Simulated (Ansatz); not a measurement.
**Cost against result**

Saddle point of BSiH$_{4}$SF, closed shell (BSiH₄SF ([F][B]([SiH3])[SH]) → SiH₄ + BSF; bonds formed: Si2–H4; bonds broken: B1–Si2, S3–H4), PBE0-D4/def2-TZVP structure:

B1  (-0.855, 0.918, 0.071)
Si2  (0.662, -0.767, 0.152)
S3  (-1.260, 1.770, -1.350)
H4  (-0.179, 0.443, -0.977)
F5  (-1.205, 0.938, 1.351)
H6  (-0.152, -1.877, 0.702)
H7  (1.360, -1.193, -1.088)
H8  (1.629, -0.231, 1.139)
(Å)

Barriers are electronic and count from the start structure reached by relaxing down the imaginary mode.

Ansatz 0.2.0; basis: as named in each row; cores frozen in the correlated methods. B3LYP uses VWN-RPA correlation. Extrapolation: Hartree–Fock as exp(−7.88 √X), correlation as X^−2.97.

Times are rough, for one single point on 4 threads of a shared host (Arm Neoverse V1).

The estimate by CCSD(T) at an estimated basis limit (MP2 extrapolated from triple and quadruple zeta, plus CCSD(T) − MP2 in triple zeta) is 2.141 eV.

| method | basis | time (s) | barrier (eV) | method less estimate |
| --- | --- | --- | --- | --- |
| HF | STO-3G | under 1 | 5.201 | 3.060 |
| PBE-D4 | STO-3G | under 1 | 3.145 | 1.004 |
| SPW92 | def2-SVP | under 1 | 1.621 | -0.520 |
| B3LYP-D4 | 6-31G | under 1 | 2.237 | 0.096 |
| PBE-D4 | def2-SVP | under 1 | 1.761 | -0.380 |
| PBE0-D4 | def2-SVP | under 1 | 2.027 | -0.114 |
| SPW92 | def2-TZVPP | under 1 | 1.611 | -0.530 |
| PBE-D4 | def2-TZVPP | 1 | 1.743 | -0.398 |
| BLYP-D4 | def2-TZVPP | 1 | 1.881 | -0.261 |
| CCSD(T) | def2-SVP | 2 | 2.281 | 0.140 |
| B3LYP-D4 | def2-TZVPP | 2 | 2.074 | -0.068 |
| BHLYP-D4 | def2-TZVPP | 2 | 2.379 | 0.238 |
| PBE0-D4 | def2-TZVPP | 2 | 1.995 | -0.147 |
| CAM-B3LYP-D4 | def2-TZVPP | 2 | 2.236 | 0.095 |
| RPA on PBE | def2-TZVPP | 3 | 2.168 | 0.027 |
| r2SCAN-D4 | def2-TZVPP | 3 | 1.881 | -0.260 |
| wB97M-V | def2-SVP | 3 | 2.210 | 0.068 |
| r2SCAN0-D4 | def2-TZVPP | 3 | 2.062 | -0.079 |
| B2PLYP | def2-TZVPP | 3 | 2.095 | -0.046 |
| PBE-QIDH | def2-TZVPP | 4 | 2.134 | -0.007 |
| wB97X-V | def2-TZVPP | 6 | 2.286 | 0.145 |
| B97M-V | def2-TZVPP | 6 | 1.954 | -0.188 |
| wB97M-V | def2-TZVPP | 6 | 2.178 | 0.037 |
| MP2 | def2-QZVPP | 11 | 2.017 | -0.124 |
| CCSD(T) | def2-TZVPP | 39 | 2.178 | 0.037 |

All methods are single points on the PBE0-D4 structures.

The T1 diagnostic stays at or below 0.019.

Labels in which every atom is bracketed show which atoms are joined, not bond orders.
